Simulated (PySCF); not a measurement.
Predicted microwave data (PySCF 2.14.0, PBE0-D3(BJ)/def2-SVP geometry optimisation, gas phase) for one isomer of C3H7NSSi:

```
Rotational constants : A = 3888, B = 1872, C = 1304 MHz
Dipole components    : |μa| = 3.90 D, |μb| = 0.58 D, |μc| = 0.01 D
Inertial defect      : -12.42 u·Å²
κ                    : -0.56
```

Question: Which candidate fits, each taken in the one conformer that was computed?
A. `[N:1]#[C:2][CH2:3][S:4][CH2:5][SiH3:6]` with C2–C3–S4–C5 60°, C3–S4–C5–Si6 75°
B. `[CH2:1]=[CH:2]/[CH:3]=[N:4]\[SiH2:5][SH:6]` with C1–C2–C3–N4 179°, C3–N4–Si5–S6 119°, N4–Si5–S6–H 50°
C. `[CH3:1][S:2][Si@H:3]([CH3:4])[C:5]#[N:6]` with C1–S2–Si3–C4 176°
D. `CN1[SiH2]CC1=S`
E. `[CH2:1]=[N:2]/[CH:3]=[CH:4]\[S:5][SiH3:6]` with C1–N2–C3–C4 180°, C3–C4–S5–Si6 -1°

Answer: D. It is CN1[SiH2]CC1=S, an asymmetric top. The candidates at the same level (rigid rotor, commonest isotopes):

| SMILES | A (MHz) | B (MHz) | C (MHz) | μa (D) | μb (D) | μc (D) | Δ (u·Å²) | point group | rotor |
| --- | --- | --- | --- | --- | --- | --- | --- | --- | --- |
| CS[Si@H](C)C#N | 2617 | 1872 | 1206 | 1.46 | 2.18 | 1.27 | -43.83 | C1 | asymmetric top |
| C=N/C=C\S[SiH3] | 3303 | 2020 | 1273 | 3.30 | 1.00 | 0.00 | -6.34 | Cs | asymmetric top |
| N#CCSC[SiH3] | 3409 | 1363 | 1144 | 1.98 | 1.14 | 1.30 | -77.18 | C1 | asymmetric top |
| C=C/C=N\[SiH2]S | 6622 | 891.5 | 884.6 | 2.82 | 0.05 | 0.08 | -71.93 | C1 | near-prolate asymmetric top |
| CN1[SiH2]CC1=S | 3888 | 1872 | 1304 | 3.90 | 0.58 | 0.01 | -12.42 | near Cs | asymmetric top |

`C=N/C=C\S[SiH3]` has A 15 % too low; `N#CCSC[SiH3]` has B 27 % too low; `C=C/C=N\[SiH2]S` has A 70 % too high; `CS[Si@H](C)C#N` has A 33 % too low. No structure here is proved a minimum.
